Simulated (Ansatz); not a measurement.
System: C4H4NS, charge 0, multiplicity 2. It need not be the lowest isomer of its formula. 
Coordinates optimised at B3LYP-D3(BJ)/def2-TZVP (Ansatz, a program for electronic structure):
```xyz
10

N     -2.3534    -0.5836     0.0088
C     -0.9898    -0.3008     0.0131
C      0.0091    -1.2051    -0.4306
C      1.2837    -0.7875    -0.4385
S      1.3223     0.8519     0.1341
C     -0.3917     0.8842     0.3623
H     -2.5680    -1.5626     0.1202
H     -2.9032    -0.0099     0.6292
H      2.1875    -1.2946    -0.7288
H     -0.8674     1.7778     0.7340
```
Charge 0, spin multiplicity 2.

Property: atomisation energy (electronic, to ground-state atoms), in kJ/mol. Valence correlation only, unless marked. UHF or UKS for open shells. No spin-orbit coupling. No relativistic terms. The coupled-cluster limit lacks core correlation, which all-electron functionals hold. CBS marks a two-point X^-3 extrapolation of the correlation energy; Hartree-Fock from the larger set.

| level | program | atomisation energy (kJ/mol) |
|---|---|---|
| r2SCAN0/def2-TZVPD | Ansatz | 4183.3 |
| wB97X-V/def2-TZVPD | Ansatz | 4241.8 |

Q: Predict the CCSD(T)/CBS(cc-pV(T+d)Z,cc-pV(Q+d)Z) result (Ansatz).

A: 4213.8 kJ/mol, so wB97X-V/def2-TZVPD differs from it by 28.0 kJ/mol.
